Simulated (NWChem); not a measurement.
Species: CHBClF$_{3}$; SMILES FC(F)(F)BCl

```xyz
7

B      0.8040    -0.5754     0.0503
C      0.0091     0.8144     0.0048
F     -1.3338     0.7235     0.0216
F      0.3593     1.4773    -1.1289
F      0.3777     1.5848     1.0596
Cl    -0.0407    -2.0896     0.0026
H      1.9881    -0.5571     0.1052
```
Atoms are numbered in this order, from 1.

All runs: NWChem. Pople sets run with spherical d functions. The geometry was optimised at B3LYP/6-31G* (spherical d).

Task: Taking Hartree-Fock/6-311++G** as the yardstick, which of these has the fewest basis functions while keeping “highest occupied level (eV)” within 0.05 eV of it: Hartree-Fock/STO-3G; Hartree-Fock/6-31G*; Hartree-Fock/6-31+G*; Hartree-Fock/3-21G; Hartree-Fock/6-311G**?

Result: Hartree-Fock/6-31+G*.
| level | basis functions | highest occupied level (eV) |
|---|---|---|
| Hartree-Fock/STO-3G | 35 | -10.32 |
| Hartree-Fock/3-21G | 60 | -13.06 |
| Hartree-Fock/6-31G* | 90 | -12.83 |
| Hartree-Fock/6-31+G* | 114 | -12.97 |
| Hartree-Fock/6-311G** | 122 | -12.96 |
| Hartree-Fock/6-311++G** | 147 | -13.00 |

The yardstick is one finite set, not the basis-set limit.
